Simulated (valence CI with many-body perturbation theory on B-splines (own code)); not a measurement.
## Ag³²⁺: calculated level list

Level of theory: valence CI with perturbative core correlation (CI+MBPT): five valence electrons over a frozen Dirac-Fock core [Ne], radial functions for each j: 9 s, 9 p, 8 d, 6 f, 3 g, 1 h, with the one-electron correlation potential Σ1, the two-electron term Σ2, the three-electron term Σ3, Breit, model QED; selected CI, second order for the rest (own B-spline code, finite nucleus).

The last digits are not significant, and no measured levels were compared; by estimate large intervals hold to a few tenths of a per cent, small ones and those within an open d or f shell to about a per cent. Among the levels kept, up to 600 cm⁻¹ of a level comes from second order outside the variational space, and about a tenth of that is noise between levels of different J, which matters for small intervals.

Levels 1 to 45 of 49, with energies above the lowest level, (3s^2 3p1/2^2 3p3/2) J=3/2. "Leading %" is the weight of the configuration and term that name the level; weights of strongly mixed levels are sums over their largest components and can fall short. In the jj column 3d3/2^4 stands for four electrons in 3d with j = 3/2.

```tsv
No.	Configuration	Term	J	E (eV)	Leading %	g	Leading jj
1	3s²3p³	²P°	3/2	0.00	39	1.461	3s^2 3p1/2^2 3p3/2 (96 %)
2	3s²3p³	²D°	3/2	34.78	48	1.395	3s^2 3p1/2 3p3/2^2 (96 %)
3	3s²3p³	²D°	5/2	41.46	98	1.196	3s^2 3p1/2 3p3/2^2 (98 %)
4	3s²3p³	²P°	1/2	49.78	98	0.660	3s^2 3p1/2 3p3/2^2 (98 %)
5	3s²3p³	²P°	3/2	85.11	56	1.267	3s^2 3p3/2^3 (96 %)
6	3s3p⁴	⁴P	5/2	117.93	69	1.511	3s 3p1/2^2 3p3/2^2 (81 %)
7	3s²3p²3d	⁴F	3/2	123.71	29	0.908	3s^2 3p1/2^2 3d3/2 (75 %)
8	3s3p⁴	⁴P	1/2	136.32	47	2.331	3s 3p1/2^2 3p3/2^2 (75 %)
9	3s3p⁴	⁴P	3/2	139.32	34	1.135	3s 3p1/2^2 3p3/2^2 (46 %)
10	3s²3p²3d	⁴F	5/2	142.95	33	1.180	3s^2 3p1/2^2 3d5/2 (76 %)
11	3s3p⁴	⁴P	3/2	157.10	34	1.309	3s 3p1/2 3p3/2^3 (57 %)
12	3s²3p²3d	²P	3/2	159.96	39	1.028	3s^2 3p1/2 3p3/2 3d3/2 (78 %)
13	3s²3p²3d	²F	5/2	159.98	37	1.035	3s^2 3p1/2 3p3/2 3d3/2 (84 %)
14	3s²3p²3d	⁴D	1/2	160.85	66	0.343	3s^2 3p1/2 3p3/2 3d3/2 (90 %)
15	3s3p⁴	²D	5/2	165.03	37	1.152	3s 3p1/2 3p3/2^3 (46 %)
16	3s²3p²3d	⁴F	7/2	166.31	43	1.109	3s^2 3p1/2 3p3/2 3d3/2 (81 %)
17	3s²3p²3d	⁴D	7/2	170.04	48	1.304	3s^2 3p1/2 3p3/2 3d5/2 (95 %)
18	3s²3p²3d	⁴F	9/2	176.56	53	1.226	3s^2 3p1/2 3p3/2 3d5/2 (94 %)
19	3s3p⁴	²P	1/2	177.70	25	1.137	3s 3p1/2 3p3/2^3 (38 %)
20	3s²3p²3d	⁴D	3/2	179.15	39	1.157	3s^2 3p1/2 3p3/2 3d5/2 (41 %)
21	3s²3p²3d	⁴P	5/2	179.75	32	1.272	3s^2 3p1/2 3p3/2 3d5/2 (55 %)
22	3s²3p²3d	⁴P	3/2	185.78	23	1.243	3s^2 3p1/2 3p3/2 3d3/2 (63 %)
23	3s²3p²3d	⁴D	5/2	187.94	35	1.269	3s^2 3p1/2 3p3/2 3d3/2 (40 %)
24	3s²3p²3d	²G	7/2	188.88	49	1.054	3s^2 3p1/2 3p3/2 3d5/2 (68 %)
25	3s²3p²3d	⁴P	1/2	189.30	38	2.022	3s^2 3p1/2 3p3/2 3d3/2 (69 %)
26	3s²3p²3d	²P	3/2	194.92	33	1.309	3s^2 3p1/2 3p3/2 3d5/2 (55 %)
27	3s²3p²3d	²D	5/2	197.40	52	1.135	3s^2 3p1/2 3p3/2 3d5/2 (64 %)
28	3s²3p²3d	²D	3/2	197.59	59	0.943	3s^2 3p1/2 3p3/2 3d5/2 (47 %)
29	3s²3p²3d	²P	1/2	202.92	63	1.183	3s^2 3p1/2 3p3/2 3d5/2 (38 %)
30	3s²3p²3d	²F	7/2	212.78	48	1.251	3s^2 3p3/2^2 3d5/2 (96 %)
31	3s²3p²3d	²P	1/2	212.87	36	1.229	3s^2 3p3/2^2 3d5/2 (44 %)
32	3s²3p²3d	²G	9/2	215.69	53	1.210	3s^2 3p3/2^2 3d5/2 (94 %)
33	3s²3p²3d	⁴P	1/2	220.29	30	1.401	3s^2 3p3/2^2 3d3/2 (70 %)
34	3s²3p²3d	²D	5/2	221.27	34	1.197	3s^2 3p3/2^2 3d3/2 (66 %)
35	3s²3p²3d	²D	3/2	221.47	34	1.137	3s^2 3p3/2^2 3d3/2 (74 %)
36	3s²3p²3d	²F	7/2	225.33	76	1.103	3s^2 3p3/2^2 3d3/2 (79 %)
37	3s²3p²3d	²D	5/2	232.42	82	1.204	3s^2 3p3/2^2 3d5/2 (95 %)
38	3s²3p²3d	²D	3/2	233.11	49	1.024	3s^2 3p3/2^2 3d3/2 (61 %)
39	3s3p³3d	⁶D°	5/2	241.65	47	1.420	3s 3p1/2^2 3p3/2 3d3/2 (77 %)
40	3s3p³3d	⁶D°	3/2	242.24	57	1.569	3s 3p1/2^2 3p3/2 3d3/2 (77 %)
41	3s3p³3d	⁶D°	1/2	242.24	65	2.938	3s 3p1/2^2 3p3/2 3d3/2 (75 %)
42	3s²3p²3d	²D	3/2	242.91	60	1.028	3s^2 3p3/2^2 3d5/2 (71 %)
43	3s3p³3d	⁶D°	7/2	243.59	50	1.436	3s 3p1/2^2 3p3/2 3d3/2 (54 %)
44	3s²3p²3d	²D	5/2	245.77	55	1.117	3s^2 3p3/2^2 3d5/2 (80 %)
45	3s3p⁴	²P	1/2	246.25	24	1.658	3s 3p3/2^4 (51 %)
```

The ionisation energy to 3s²3p² ³P0 of the next ion comes out as 1963.2 eV (NIST: 1979 ± 8 eV (semi-empirical)). All 49 levels together are meant to be complete up to 260.33 eV.
